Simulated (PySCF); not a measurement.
Delta-SCF ions had no search for a lower state. Excitations are Tamm–Dancoff values on a coarser integration grid. The basis has no diffuse functions, so Rydberg states are missing or too high.

Cartesian coordinates (Å):
SMILES: SB(S)S
```xyz
7

S      1.7213    -1.1989     0.1216
B      0.1659    -0.2891     0.0135
S      0.2133     1.5108    -0.0070
S     -1.3177    -1.3103    -0.0649
H      2.5395    -0.1388     0.1601
H     -1.1008     1.7524    -0.0902
H     -2.2215    -0.3262    -0.1331
```
Charge 0, spin multiplicity 1.

**Question.** Predict the dipole moment, S1 excitation (TDA), S1–T1 gap (TDA), HOMO, LUMO, total energy, vertical ionisation energy (Delta-SCF) and T1 excitation (TDA) from CAM-B3LYP-D3(BJ)/def2-TZVP run with PySCF.

**Answer.** 
| Quantity | Result |
|---|---|
| dipole moment | 1.67 D |
| S1 excitation (TDA) | 5.71 eV |
| S1–T1 gap (TDA) | 0.65 eV |
| HOMO | -8.82 eV |
| LUMO | 0.39 eV |
| total energy | -1221.3795 Ha |
| vertical ionisation energy (Delta-SCF) | 9.69 eV |
| T1 excitation (TDA) | 5.07 eV |
